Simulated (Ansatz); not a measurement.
Basis sets compared for SiGe₂⁻ (the lowest doublet isomer of a short search). The state is a doublet with charge -1. Geometry PBE0-D4/def2-TZVPD. Ansatz on 4 threads of Arm Neoverse V1 on a shared host; times are rough, and most runs start from earlier orbitals.

```xyz
3

Si    0.008   -0.703   -1.067
Ge   -1.179   -0.095    0.819
Ge    1.171    0.797    0.248
```

At PBE-D4/def2-SVPD, PBE-D4/def2-TZVPD the highest occupied level of the charge -1 doublet lies above zero (up to 0.26 eV). By energy differences its removal costs 2.31 eV (vertical, to the charge 0 triplet, at PBE0-D4/def2-TZVPD). The structure comes from a short search, and lower isomers may exist.

```tsv
level	functions	energy (Eh)	HOMO (eV)	LUMO (eV)	wall time
PBE-D4/def2-SVPD	100	-4442.1579	0.26	0.90	1.8 s
PBE0-D4/def2-SVPD	100	-4442.2789	-0.58	1.58	2.8 s
```

Question: Estimate the rows for PBE-D4/def2-TZVPD, PBE0-D4/def2-TZVPD.

Answer: 
| level | functions | energy (Eh) | HOMO (eV) | LUMO (eV) | wall time |
| --- | --- | --- | --- | --- | --- |
| PBE-D4/def2-TZVPD | 151 | -4442.7790 | 0.19 | 0.83 | 2.8 s |
| PBE0-D4/def2-TZVPD | 151 | -4442.8981 | -0.64 | 1.52 | 5.5 s |
